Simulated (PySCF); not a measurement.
Members of one series of related molecules.

All values: PBE0/pcSseg-1 (PySCF) at GFN2-xTB geometries, gas phase, one conformer each.

(1) Rank by HOMO energy, lowest first.
A. `C=C[SiH2]C[SiH2]NC`
B. `C1([SiH2]C=C)[SiH2]N[SiH2]1`
C. `C=C[Si@@H](N)C[SiH2]N[SiH3]`

(2) Rank by the highest Hirshfeld charge on any atom, lowest value first.
A. `C=C[Si@@H](N)C[SiH2]N[SiH3]`
B. `C=C[SiH2]C[SiH2]N[SiH3]`
C. `C=C[SiH2]C[SiH2]NC`

Results:

(1) B (-7.25 eV), C (-7.12 eV), A (-6.54 eV).

(2) C (+0.355 e), B (+0.365 e), A (+0.388 e).

All values together:

| SMILES | change | formula | μ (D) | HOMO (eV) | LUMO (eV) | lowest IAO charge (e) | highest IAO charge (e) | lowest Hirshfeld charge (e) | highest Hirshfeld charge (e) |
| --- | --- | --- | --- | --- | --- | --- | --- | --- | --- |
| C=C[SiH2]C[SiH2]N[SiH3] | parent | C3H13NSi3 | 0.60 | -7.21 | -0.30 | -0.938 (N) | +0.896 (Si) | -0.333 (N) | +0.365 (Si) |
| C=CCC[SiH2]N[SiH3] | Si replaced by C | C4H13NSi2 | 1.04 | -7.26 | 0.23 | -0.944 (N) | +0.897 (Si) | -0.334 (N) | +0.371 (Si) |
| C=C[Si@@H](N)C[SiH2]N[SiH3] | H on Si replaced by NH2 | C3H14N2Si3 | 2.09 | -7.12 | -0.43 | -0.943 (N) | +1.034 (Si) | -0.335 (N) | +0.388 (Si) |
| C=C[SiH2]C1[SiH2]N[SiH2]1 | ring closed by a new Si-C bond | C3H11NSi3 | 0.80 | -7.25 | -0.42 | -0.941 (C) | +0.909 (Si) | -0.338 (N) | +0.378 (Si) |
| C=C(C)[SiH2]C[SiH2]N[SiH3] | H on C replaced by CH3 | C4H15NSi3 | 1.43 | -7.26 | -0.08 | -0.949 (N) | +0.905 (Si) | -0.333 (N) | +0.369 (Si) |
| C=C[SiH2]C[SiH2]NC | Si replaced by C | C4H13NSi2 | 1.41 | -6.54 | -0.25 | -0.836 (C) | +0.897 (Si) | -0.250 (C/N) | +0.355 (Si) |

Conformers: `[CH2:1]=[CH:2][SiH2:3][CH2:4][SiH2:5][NH:6][SiH3:7]` with C1–C2–Si3–C4 116°, C2–Si3–C4–Si5 -61°, Si3–C4–Si5–N6 -175°, C4–Si5–N6–Si7 -46°; `[CH2:1]=[CH:2][CH2:3][CH2:4][SiH2:5][NH:6][SiH3:7]` with C1–C2–C3–C4 -119°, C2–C3–C4–Si5 180°, C3–C4–Si5–N6 180°, C4–Si5–N6–Si7 -175°; `[CH2:1]=[CH:2][Si@@H:3]([NH2:4])[CH2:5][SiH2:6][NH:7][SiH3:8]` with C1–C2–Si3–N4 80°, C2–Si3–N4–H -59° and 78°, C2–Si3–C5–Si6 64°, Si3–C5–Si6–N7 -177°, C5–Si6–N7–Si8 178°; `[CH2:1]=[CH:2][SiH2:3][CH:4]1[SiH2:5][NH:6][SiH2:7]1` with C1–C2–Si3–C4 12°, C2–Si3–C4–Si5 -174°; `[CH2:1]=[C:2]([CH3:3])[SiH2:4][CH2:5][SiH2:6][NH:7][SiH3:8]` with C1–C2–Si4–C5 -3°, C2–Si4–C5–Si6 179°, Si4–C5–Si6–N7 60°, C5–Si6–N7–Si8 180°; `[CH2:1]=[CH:2][SiH2:3][CH2:4][SiH2:5][NH:6][CH3:7]` with C1–C2–Si3–C4 111°, C2–Si3–C4–Si5 -59°, Si3–C4–Si5–N6 -174°, C4–Si5–N6–C7 -179°.

Problem. Give the shifts from the parent, `C=C[SiH2]C[SiH2]N[SiH3]`.

Solution. 
```json
{"SMILES": "C=CCC[SiH2]N[SiH3]", "change in μ (D)": "+0.44", "change in HOMO (eV)": "-0.05", "change in LUMO (eV)": "+0.53"}
{"SMILES": "C=C[Si@@H](N)C[SiH2]N[SiH3]", "change in μ (D)": "+1.49", "change in HOMO (eV)": "+0.09", "change in LUMO (eV)": "-0.13"}
{"SMILES": "C=C[SiH2]C1[SiH2]N[SiH2]1", "change in μ (D)": "+0.20", "change in HOMO (eV)": "-0.04", "change in LUMO (eV)": "-0.12"}
{"SMILES": "C=C(C)[SiH2]C[SiH2]N[SiH3]", "change in μ (D)": "+0.83", "change in HOMO (eV)": "-0.05", "change in LUMO (eV)": "+0.22"}
{"SMILES": "C=C[SiH2]C[SiH2]NC", "change in μ (D)": "+0.81", "change in HOMO (eV)": "+0.67", "change in LUMO (eV)": "+0.05"}
```
